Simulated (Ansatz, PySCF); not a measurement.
## Bi2O2(OH)2 in two programs

Bi2O2(OH)2 (singlet; a saddle point, relaxed within its symmetry), relaxed with PySCF 2.14.0, RKS B3LYP, Bi def2-SVP with ECP60, O def2-SVP, H def2-SVP; non-relativistic Hamiltonian with scalar-relativistic core potentials where named; density fitting; no spin-orbit coupling:

```xyz
8

Bi   -0.0712    0.4177    1.6253
Bi   -0.0712    0.4177   -1.6253
O     0.5634    1.6242    0.0000
O    -0.5987   -0.8397    0.0000
O     1.7555   -0.4451    2.1884
H     2.2906   -0.7138    1.4259
O     1.7555   -0.4451   -2.1884
H     2.2906   -0.7138   -1.4259
```

There the HOMO–LUMO gap is 5.03 eV. 

The same geometry by Ansatz 0.2.0 (PBE, PAW, a periodic box with 9 Å of vacuum):

```tsv
spin-orbit coupling	gap (eV)	largest force component (eV/Å)
without	3.47	0.60
```

Question: What does the run with spin-orbit coupling give?

Answer: gap (eV): 3.29, largest force component (eV/Å): 0.52. It took 34 s on 2 threads of Arm Neoverse V1, on a shared host, peak memory 2.4 GiB.

The spin-orbit runs use fully relativistic datasets of their own, so changes of a few hundredths of an eV needn't come from the coupling.

The two programs differ in functional, so their gaps don't test each other.
